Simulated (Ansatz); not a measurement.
F$_{5}$Nb, SMILES `[F][Nb]([F])([F])([F])[F]`, relaxed with RKS PBE-D4/def2-SVP in Ansatz from a rough embedded geometry. The force threshold is 0.03 eV/Å; the program also tests the step.

Charge 0, multiplicity 1. Nb: def2 effective core potential.

Start:

```xyz
6

F     2.078    0.136   -0.414
Nb    0.383    0.749    0.523
F     0.006    0.024   -1.641
F     0.232   -1.317    0.811
F    -1.644    1.283    0.262
F    -1.055   -0.875    0.459
```

(1) By how much does the energy fall, and how many steps does the optimiser take? (An estimate is asked.)

(2) Which bonds change most? (Estimate.)

(3) Give the relaxed structure. (Best estimate.)

Results:

(1) Ansatz gave: 325.42 kcal/mol, in 9 steps.

(2) The calculation gave: Nb2–F3 from 2.313 to 1.851 Å; Nb2–F6 from 2.170 to 1.883 Å; Nb2–F5 from 2.112 to 1.851 Å; Nb2–F4 from 2.091 to 1.851 Å.

(3) The calculation gave: 
```xyz
6

F     1.673    0.854   -0.133
Nb    0.000    0.001    0.000
F     0.001   -0.280   -1.829
F     0.736   -1.256    1.142
F    -0.743    1.548    0.693
F    -1.666   -0.867    0.127
```
